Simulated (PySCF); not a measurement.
## Ionisation energy of Ga²⁶⁺ by level of theory

Ga²⁶⁺ [He] 2s2 2p1 (2P) → Ga²⁷⁺ [He] 2s2 (1S), as a difference of total energies. All numbers are calculated (PySCF 2.14, scalar relativity by spin-free X2C-1e, in an uncontracted even-tempered set (19 s from 6.5 bohr⁻², ratio 2.2; 12 p from 8.5 bohr⁻², ratio 2.2; 6 d from 35 bohr⁻², ratio 2.4; 5 f from 53 bohr⁻², ratio 2.4; 4 g from 79 bohr⁻², ratio 2.4)). Correlated levels: nothing frozen; virtual orbitals above 40 to 60 times the deepest correlated orbital energy dropped. The calculations carry no spin-orbit coupling.

```tsv
method	ionisation energy (eV)
UHF	2665.3
LDA	2662.6
PBE	2666.4
PBE0	2666.3
r2SCAN	2667.6
M06-2X	2665.4
r2SCANh	2667.5
MP2 (all electrons)	2664.7
SCS-MP2 (all electrons)	2664.4
```

A first-order spin-orbit estimate (lowest level to lowest level, LS coupling) adds 21.269 eV.

For this ion Breit and QED terms and the two-electron picture change, all absent here, outweigh the differences among the correlated methods.

For comparison: 2683 ± 1.4 eV (semi-empirical (NIST evaluation); NIST Atomic Spectra Database, ionization energies).
